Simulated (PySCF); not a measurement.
# Computed properties of CdH2OSe, SMILES [Cd]([OH])[SeH]

Cd(OH)(SeH) (CdH₂OSe), SMILES [OH][Cd][SeH]. Coordinates come from a B3LYP-D3(BJ)/def2-TZVP optimisation. The def2 effective core potentials stand for the cores of Cd; spin–orbit coupling is left out. Other conformers were not sampled. All values are computed for the isolated molecule unless a solvent is named; none is compared with measurement here.

**Structure.** All 9 harmonic modes at B3LYP-D3(BJ)/def2-TZVP (PySCF) are real, so it is a minimum. With heavy atoms numbered as in [Cd:1]([OH:2])[SeH:4], the shortest bond between them is Cd1–O2 at 1.989 Å and the longest Cd1–Se4 at 2.461 Å.

**Vibrations.** The strongest infrared lines (harmonic, unscaled, degenerate partners summed) lie at 570 cm⁻¹ (86 km/mol, O 80 %, Cd 15 %), 141 cm⁻¹ (60 km/mol, H 97 %), 3820 cm⁻¹ (50 km/mol, H 94 %). The softest mode is at 97 cm⁻¹ and the zero-point energy is 12.5 kcal/mol.

**Electronic structure.** PBE0/def2-TZVPD (PySCF) places the frontier levels at -7.09 and -1.68 eV, a gap of 5.41 eV, and gives a dipole moment of 1.36 D and a mean polarisability of 67.6 bohr³.

**Excitations.** TDDFT-M06-2X/def2-SVPD (PySCF) has S1 at 4.30 eV (288 nm, f = 0.025, weak); the most intense of the 10 singlets computed lies at 6.22 eV (f = 0.27). T1 (TDA) is at 4.04 eV. No vertical singlet excitation falls in the visible range (under 3.1 eV).
